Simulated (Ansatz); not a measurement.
Gas-phase reaction in SMILES: CN[SiH3] → CN[SiH2] + H atom (the H-Si bond breaks)

Wanted: bond dissociation energy (electronic), in kcal/mol. Terms: LANL2DZ with its own core potentials from Na on; non-relativistic; 6-311+G** with 5d, 6d on Na to Ar in Ansatz (a quantum-chemistry and plane-wave program); open shells spin-unrestricted; no spin-orbit coupling; dispersion terms only where a functional's name holds one; 6-31G* and kin with 6d, 5d where marked; valence correlation only. Basis-set limits of correlation are two-point, X^-3; Hartree-Fock from the larger set. First-principles rows: single points at B3LYP-D3(BJ) geometries (Ansatz).

Coupled cluster (Ansatz) is a level with limits of its own, used here on species with T1 under 0.025 (0.045 for open shells) and stable references: CCSD(T)/CBS(aug-cc-pV(T+d)Z,aug-cc-pV(Q+d)Z).

Value to compare with, CCSD(T)/CBS(aug-cc-pV(T+d)Z,aug-cc-pV(Q+d)Z) (Ansatz): 95.0 kcal/mol.

| level | program | bond dissociation energy (electronic) (kcal/mol) | difference |
|---|---|---|---|
| B3LYP/STO-3G | Ansatz | 119.6 | 24.6 |
| B3LYP/3-21G | Ansatz | 85.9 | -9.1 |
| B3LYP/LANL2DZ | Ansatz | 87.1 | -7.9 |
| B3LYP/6-31G | Ansatz | 84.1 | -10.9 |
| B3LYP/6-31G* | Ansatz | 91.3 | -3.7 |
| B3LYP/6-31+G* | Ansatz | 91.1 | -3.9 |
| B3LYP/6-31G** | Ansatz | 91.9 | -3.1 |
| B3LYP/def2-SVP | Ansatz | 90.9 | -4.1 |
| B3LYP/cc-pVDZ | Ansatz | 89.3 | -5.7 |
| B3LYP/6-311+G** | Ansatz | 91.0 | -4.0 |
| B3LYP/def2-TZVPD | Ansatz | 91.9 | -3.1 |

Among the 10 habitual levels, B3LYP/STO-3G lies farthest from CCSD(T)/CBS(aug-cc-pV(T+d)Z,aug-cc-pV(Q+d)Z) (Ansatz) (24.6 kcal/mol) and B3LYP/6-31G** nearest (-3.1); 1 of 10 lie above it, and their mean absolute difference is 7.7 kcal/mol, the median 4.9. One case shows no general order.

The sets are all those run for this method; left out are runs that failed, that the program found above a lower state of the same kind, or whose <S^2> lies over 0.5 above the pure value.
